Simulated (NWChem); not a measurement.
System: BF cation, doublet

Input file for NWChem:

```
start job
memory heap 200 mb stack 900 mb global 1100 mb
charge 1
geometry units angstroms noautosym nocenter noautoz
  B      0.000000     0.000000    -0.778468
  F      0.000000     0.000000     0.436260
end
basis spherical
  * library def2-tzvp
end
dft
  odft
  mult 2
  xc xcamb88 1.00 lyp 0.81 vwn_5 0.19 hfexch 1.00
  cam 0.33 cam_alpha 0.19 cam_beta 0.46
  iterations 150
end
property
  hyperfine
end
task dft property
```

Excerpt of the output:

```
             Northwest Computational Chemistry Package (NWChem) 7.3.0
             --------------------------------------------------------

                             Geometry "geometry" -> ""
                             -------------------------

 Output coordinates in angstroms (scale by  1.889725989 to convert to a.u.)

  No.       Tag          Charge          X              Y              Z
 ---- ---------------- ---------- -------------- -------------- --------------
    1 B                    5.0000     0.00000000     0.00000000    -0.77846800
    2 F                    9.0000     0.00000000     0.00000000     0.43626000

 Effective nuclear repulsion energy (a.u.)      19.6035459831

                              NWChem Property Module
                              ----------------------

  itol2e modified to match energy
  convergence criterion.

                                 NWChem DFT Module
                                 -----------------

 Summary of "ao basis" -> "ao basis" (spherical)
 ------------------------------------------------------------------------------
       Tag                 Description            Shells   Functions and Types
 ---------------- ------------------------------  ------  ---------------------
 B                         def2-tzvp                11       31   5s3p2d1f
 F                         def2-tzvp                11       31   5s3p2d1f

  itol2e modified to match energy
  convergence criterion.

            General Information
            -------------------
          SCF calculation type: DFT
          Wavefunction type:  spin polarized.
          No. of atoms     :     2
          No. of electrons :    13
           Alpha electrons :     7
            Beta electrons :     6
          Charge           :     1
          Spin multiplicity:     2
          Use of symmetry is: off; symmetry adaption is: off
          Maximum number of iterations: 150
          AO basis - number of functions:    62
                     number of shells:    22
          Convergence on energy requested:  1.00D-07
          Convergence on density requested:  1.00D-05
          Convergence on gradient requested:  5.00D-04

              XC Information
              --------------
                     Hartree-Fock (Exact) Exchange  1.000
                   CAM-Becke88 Exchange Functional  1.000
                      VWN V Correlation Functional  0.190 local
              Lee-Yang-Parr Correlation Functional  0.810

           Range-Separation Parameters
           ---------------------------
           Alpha           :  0.19
           Beta            :  0.46
           Gamma           :  0.33
           Short-Range HF  :     F

             Grid Information
             ----------------
          Grid used for XC integration:  fine
          Radial quadrature: Mura-Knowles
          Angular quadrature: Lebedev.
          Tag              B.-S. Rad. Rad. Pts. Rad. Cut. Ang. Pts.
          ---              ---------- --------- --------- ---------
          B                   0.85       70           7.0       590
          F                   0.50       70           7.0       590
          Grid pruning is: on
          Number of quadrature shells:   140
          Spatial weights used:  Erf1

      Superposition of Atomic Density Guess
      -------------------------------------

 Sum of atomic energies:        -123.95279121

 Renormalizing density from      14.00 to     13

      Non-variational initial energy
      ------------------------------

 Total energy =    -118.380592
 1-e energy   =    -194.881117
 2-e energy   =      56.896979
 HOMO         =      -0.699399
 LUMO         =      -0.331244

   convergence    iter        energy       DeltaE   RMS-Dens  Diis-err
 ---------------- ----- ----------------- --------- --------- ---------
 d= 0,ls=0.0,diis     1   -123.9169968360 -1.44D+02  1.29D-02  1.18D+00
                                                     1.19D-02  1.11D+00
 d= 0,ls=0.0,diis     2   -122.8286378064  1.09D+00  8.42D-03  4.35D+00
                                                     8.76D-03  4.46D+00
 d= 0,ls=0.0,diis     3   -124.2667850302 -1.44D+00  1.25D-03  1.19D-02
                                                     6.67D-04  7.51D-03
 d= 0,ls=0.0,diis     4   -124.2722321999 -5.45D-03  2.14D-04  2.67D-04
                                                     1.88D-04  3.25D-04
 d= 0,ls=0.0,diis     5   -124.2724713686 -2.39D-04  6.25D-05  1.35D-05
                                                     5.49D-05  1.82D-05
  Resetting Diis
 d= 0,ls=0.0,diis     6   -124.2724894192 -1.81D-05  1.33D-05  1.71D-06
                                                     1.59D-05  6.18D-07
 d= 0,ls=0.0,diis     7   -124.2724905975 -1.18D-06  4.63D-06  1.29D-07
                                                     2.23D-06  3.30D-08
 d= 0,ls=0.0,diis     8   -124.2724906650 -6.75D-08  7.51D-07  2.11D-08
                                                     1.87D-06  9.43D-08

         Total DFT energy =     -124.272490664977
      One electron energy =     -205.375744410176
           Coulomb energy =       75.642622661125
    Exchange-Corr. energy =      -14.142914899048
 Nuclear repulsion energy =       19.603545983122

 Numeric. integr. density =       12.999999963146

                    DFT Final Alpha Molecular Orbital Analysis
                    ------------------------------------------

 Vector    5  Occ=1.000000D+00  E=-9.379706D-01
              MO Center= -2.8D-11, -1.5D-11,  2.9D-01, r^2= 5.7D-01
   Bfn.  Coefficient  Atom+Function         Bfn.  Coefficient  Atom+Function
  ----- ------------  ---------------      ----- ------------  ---------------
    38      0.353451  2 F  py                37      0.329861  2 F  px
    41      0.284547  2 F  py                40      0.265555  2 F  px
     7      0.131183  1 B  py                44      0.131486  2 F  py
     6      0.122427  1 B  px                43      0.122710  2 F  px
    10      0.070006  1 B  py                 9      0.065333  1 B  px

 Vector    6  Occ=1.000000D+00  E=-9.379706D-01
              MO Center=  1.1D-10, -1.0D-10,  2.9D-01, r^2= 5.7D-01
   Bfn.  Coefficient  Atom+Function         Bfn.  Coefficient  Atom+Function
  ----- ------------  ---------------      ----- ------------  ---------------
    37      0.353451  2 F  px                38     -0.329861  2 F  py
    40      0.284547  2 F  px                41     -0.265555  2 F  py
     6      0.131183  1 B  px                43      0.131486  2 F  px
     7     -0.122427  1 B  py                44     -0.122710  2 F  py
     9      0.070006  1 B  px                10     -0.065333  1 B  py

 Vector    7  Occ=1.000000D+00  E=-7.743310D-01
              MO Center=  9.0D-10, -8.8D-10, -1.2D+00, r^2= 9.3D-01
   Bfn.  Coefficient  Atom+Function         Bfn.  Coefficient  Atom+Function
  ----- ------------  ---------------      ----- ------------  ---------------
     4      0.455104  1 B  s                  3      0.446782  1 B  s
     8     -0.350887  1 B  pz                11     -0.208152  1 B  pz
     2     -0.199373  1 B  s                 39      0.123503  2 F  pz
     1     -0.098227  1 B  s                 42      0.096059  2 F  pz
    35     -0.050755  2 F  s                  5      0.050386  1 B  s

 Vector    8  Occ=0.000000D+00  E=-3.361888D-01
              MO Center=  2.2D-11,  1.2D-10, -7.6D-01, r^2= 1.5D+00
   Bfn.  Coefficient  Atom+Function         Bfn.  Coefficient  Atom+Function
  ----- ------------  ---------------      ----- ------------  ---------------
    10      0.369968  1 B  py                 7      0.362594  1 B  py
     9      0.362615  1 B  px                 6      0.355387  1 B  px
    38     -0.160058  2 F  py                37     -0.156876  2 F  px
    44     -0.143325  2 F  py                43     -0.140476  2 F  px
    13      0.129178  1 B  py                41     -0.128559  2 F  py

 Vector    9  Occ=0.000000D+00  E=-3.361888D-01
              MO Center= -1.4D-09,  1.4D-09, -7.6D-01, r^2= 1.5D+00
   Bfn.  Coefficient  Atom+Function         Bfn.  Coefficient  Atom+Function
  ----- ------------  ---------------      ----- ------------  ---------------
     9      0.369968  1 B  px                 6      0.362594  1 B  px
    10     -0.362615  1 B  py                 7     -0.355387  1 B  py
    37     -0.160058  2 F  px                38      0.156876  2 F  py
    43     -0.143325  2 F  px                44      0.140476  2 F  py
    12      0.129178  1 B  px                40     -0.128559  2 F  px

 Vector   10  Occ=0.000000D+00  E=-1.466456D-01
              MO Center= -8.1D-10,  8.4D-10,  3.5D-02, r^2= 4.5D+00
   Bfn.  Coefficient  Atom+Function         Bfn.  Coefficient  Atom+Function
  ----- ------------  ---------------      ----- ------------  ---------------
     5      1.381866  1 B  s                  4     -1.189910  1 B  s
    14      0.718709  1 B  pz                36      0.312622  2 F  s
    45     -0.288240  2 F  pz                22     -0.276182  1 B  d  0
    11     -0.253153  1 B  pz                35     -0.227741  2 F  s
     8      0.170021  1 B  pz                34     -0.118863  2 F  s

                     DFT Final Beta Molecular Orbital Analysis
                     -----------------------------------------

 Vector    4  Occ=1.000000D+00  E=-1.021778D+00
              MO Center= -1.3D-10,  1.1D-10,  4.5D-01, r^2= 4.9D-01
   Bfn.  Coefficient  Atom+Function         Bfn.  Coefficient  Atom+Function
  ----- ------------  ---------------      ----- ------------  ---------------
    39      0.457828  2 F  pz                42      0.336789  2 F  pz
     3     -0.243814  1 B  s                 36      0.223505  2 F  s
     8     -0.195636  1 B  pz                35      0.187368  2 F  s
    34      0.127767  2 F  s                 45      0.120474  2 F  pz
     2      0.112188  1 B  s                  4     -0.103821  1 B  s

 Vector    5  Occ=1.000000D+00  E=-9.381141D-01
              MO Center= -2.9D-10,  2.7D-10,  3.1D-01, r^2= 5.4D-01
   Bfn.  Coefficient  Atom+Function         Bfn.  Coefficient  Atom+Function
  ----- ------------  ---------------      ----- ------------  ---------------
    37      0.359008  2 F  px                38     -0.333441  2 F  py
    40      0.288480  2 F  px                41     -0.267936  2 F  py
    43      0.133596  2 F  px                44     -0.124082  2 F  py
     6      0.117395  1 B  px                 7     -0.109035  1 B  py
     9      0.060172  1 B  px                10     -0.055887  1 B  py

 Vector    6  Occ=1.000000D+00  E=-9.381141D-01
              MO Center= -3.0D-11,  1.7D-11,  3.1D-01, r^2= 5.4D-01
   Bfn.  Coefficient  Atom+Function         Bfn.  Coefficient  Atom+Function
  ----- ------------  ---------------      ----- ------------  ---------------
    38      0.359008  2 F  py                37      0.333441  2 F  px
    41      0.288480  2 F  py                40      0.267936  2 F  px
    44      0.133596  2 F  py                43      0.124082  2 F  px
     7      0.117395  1 B  py                 6      0.109035  1 B  px
    10      0.060172  1 B  py                 9      0.055887  1 B  px

 Vector    7  Occ=0.000000D+00  E=-4.646819D-01
              MO Center= -1.9D-09,  1.7D-09, -1.2D+00, r^2= 1.3D+00
   Bfn.  Coefficient  Atom+Function         Bfn.  Coefficient  Atom+Function
  ----- ------------  ---------------      ----- ------------  ---------------
     4      0.470545  1 B  s                  3      0.331003  1 B  s
     8     -0.268005  1 B  pz                 5      0.202280  1 B  s
    11     -0.190369  1 B  pz                 2     -0.179769  1 B  s
    39      0.120906  2 F  pz                 1     -0.092824  1 B  s
    42      0.077677  2 F  pz                35     -0.065926  2 F  s

 Vector    8  Occ=0.000000D+00  E=-2.910477D-01
              MO Center= -3.1D-10,  4.1D-10, -7.6D-01, r^2= 1.7D+00
   Bfn.  Coefficient  Atom+Function         Bfn.  Coefficient  Atom+Function
  ----- ------------  ---------------      ----- ------------  ---------------
    10      0.365672  1 B  py                 7      0.350598  1 B  py
     9      0.344410  1 B  px                 6      0.330213  1 B  px
    13      0.194074  1 B  py                12      0.182790  1 B  px
    38     -0.157171  2 F  py                44     -0.155917  2 F  py
    37     -0.148033  2 F  px                43     -0.146851  2 F  px

[...]

          ----------------------
          Hyperfine Interactions
          ----------------------

 Total Spin Density (Fermi Contact Term)
 ------------------ --------------------
     Atom            x         y         z       Density (a.u.)      Aiso(MHz)     Aiso(Gauss)
     1  11-B      0.00000   0.00000  -1.47109       1.263154       1811.824232     646.502848
     2  19-F      0.00000   0.00000   0.82441       0.066281        278.874429      99.509163

           -------------------------------------------
           Anisotropic Interaction (Spin-Dipolar Term)
           -------------------------------------------

 ------------------------------------------------------------
     Atom            x         y         z
 ------------------------------------------------------------
     1  11-B      0.00000   0.00000  -1.47109

   Spin-Dipolar term (a.u.)
        xx             yy             zz             xy             xz             yz
 ------------------------------------------------------------------------------------------
      -0.148061      -0.148061       0.296121      -0.000000      -0.000000       0.000000

   Principal Comp. of -hf- tensor (au)            Anisotropic -hfcc- (MHz)               Anisotropic -hfcc- (Gauss)
 --------------------------------------------------------------------------------------------------------------------------
     -0.148061    -0.148061     0.296121     -25.350184   -25.350184    50.700367      -9.045561    -9.045561    18.091121

   Orientation of the principal axis of Hyperfine Tensor w.r.t absolute (molecular) frame
 --------------------------------------------------------------------------------------------------------------------------
      0.744759     0.667334    -0.000000
     -0.667334     0.744759     0.000000
      0.000000    -0.000000     1.000000

 ------------------------------------------------------------
     Atom            x         y         z
 ------------------------------------------------------------
     2  19-F      0.00000   0.00000   0.82441

   Spin-Dipolar term (a.u.)
        xx             yy             zz             xy             xz             yz
 ------------------------------------------------------------------------------------------
      -0.229334      -0.229334       0.458669       0.000000       0.000000      -0.000000

   Principal Comp. of -hf- tensor (au)            Anisotropic -hfcc- (MHz)               Anisotropic -hfcc- (Gauss)
 --------------------------------------------------------------------------------------------------------------------------
     -0.229334    -0.229334     0.458669    -115.177653  -115.177652   230.355304     -41.098181   -41.098181    82.196362

   Orientation of the principal axis of Hyperfine Tensor w.r.t absolute (molecular) frame
 --------------------------------------------------------------------------------------------------------------------------
      0.740222     0.672362     0.000000
     -0.672362     0.740222    -0.000000
     -0.000000     0.000000     1.000000
```

Level: CAM-B3LYP/def2-TZVP, spin-unrestricted, contact and dipolar terms. Structure relaxed at the PBE0/def2-SVP, spin-unrestricted level. No stability test was run on the SCF state.
